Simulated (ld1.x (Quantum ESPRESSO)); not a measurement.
# mercury (Hg): excitation energies, all-electron against PAW

ld1.x (Quantum ESPRESSO) 7.5 input, shortened:

```
&input
   title='Hg', zed=80., rel=1, dft='PBE', iswitch=3,
   config='[Xe] 4f14 5d10 6s0 6p0'
 /
 &inputp
   pseudotype=3, lpaw=.true., tm=.true., lloc=-1, rcloc=1.60,
   nlcc=.true.,
   which_augfun='PSQ', rmatch_augfun_nc=.true.
 /
6
6S  1  0   0.00   0.00  1.95  2.20  0.0
6S  1  0   0.00  -1.20  1.95  2.20  0.0
6P  2  1   0.00   0.00  2.15  2.55  0.0
6P  2  1   0.00   3.80  2.15  2.55  0.0
5D  3  2  10.00   0.00  1.75  1.85  0.0
5D  3  2   0.00  -1.60  1.75  1.85  0.0
 &test
   configts(1)='5d10 6s0 6p0'
 /
```

Energies are relative to the spin-unpolarised reference configuration 5d10 6s0 6p0; without spin polarisation the order of configurations can differ from experiment.

Q: Give the all-electron excitation energy and the error of the potential for: 5d10 6s2 6p0; 5d10 6s1 6p0; 5d9 6s0 6p0; 5d10 6s1 6p1; 5d8 6s0 6p0; 5d10 6s0 6p2; 5d9 6s2 6p1.

A:

```csv
valence configuration,charge,ΔE all-electron (eV),error AE − PS (meV)
5d10 6s2 6p0,0,-29.663,+5.7
5d10 6s1 6p0,+1,-18.975,+4.9
5d9 6s0 6p0,+3,35.526,-76
5d10 6s1 6p1,0,-23.624,+8.1
5d8 6s0 6p0,+4,85.282,-370
5d10 6s0 6p2,0,-17.087,+9.5
5d9 6s2 6p1,0,-19.291,-23
```

Note: ghost state, extra bound levels that the all-electron valence spectrum of the same l lacks: s at -107.4 eV. A true bound ghost makes a file unfit for plane-wave use.
